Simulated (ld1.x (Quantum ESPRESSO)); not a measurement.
## Transferability test, TM semilocal potential for aluminium (Al)

aluminium (Al), norm-conserving Troullier–Martins (semilocal form), made with ld1.x (Quantum ESPRESSO) 7.5 (PBE, scalar-relativistic). Core [Ne], reference 3s2 3p1. Waves: 3p (bound): rc 2.45 bohr; 3d channel at 0.15 Ry: rc 2.10 bohr; 3s (bound): rc 1.40 bohr. Local part: the s channel. Core correction: Bessel-smoothed model core, default radius (core density twice the valence density).

Energies are relative to the spin-unpolarised reference configuration 3s2 3p1; without spin polarisation the order of configurations can differ from experiment.

(1) Give the all-electron excitation energy and the error of the potential for: 3s2 3p0; 3s1 3p0; 3s2 3p0.5; 3s0 3p3; 3s1 3p1; 3s2 3p1.3; 3s1 3p2.

Levels in the configuration 3s2 3p0.5:

| level | all-electron (eV) | pseudo (eV) |
| --- | --- | --- |
| 3s | -11.094 | -11.090 |
| 3p | -5.701 | -5.699 |

Results:

(1)

```json
{"valence configuration": "3s2 3p0", "charge": "+1", "ΔE all-electron (eV)": "5.761", "error AE − PS (meV)": "+1.9"}
{"valence configuration": "3s1 3p0", "charge": "+2", "ΔE all-electron (eV)": "24.987", "error AE − PS (meV)": "+20"}
{"valence configuration": "3s2 3p0.5", "charge": "+0.5", "ΔE all-electron (eV)": "2.086", "error AE − PS (meV)": "+0.2"}
{"valence configuration": "3s0 3p3", "charge": "0", "ΔE all-electron (eV)": "10.451", "error AE − PS (meV)": "-18"}
{"valence configuration": "3s1 3p1", "charge": "+1", "ΔE all-electron (eV)": "11.571", "error AE − PS (meV)": "+2.1"}
{"valence configuration": "3s2 3p1.3", "charge": "-0.3", "ΔE all-electron (eV)": "-0.575", "error AE − PS (meV)": "+0.1"}
{"valence configuration": "3s1 3p2", "charge": "0", "ΔE all-electron (eV)": "5.139", "error AE − PS (meV)": "-3.6"}
```
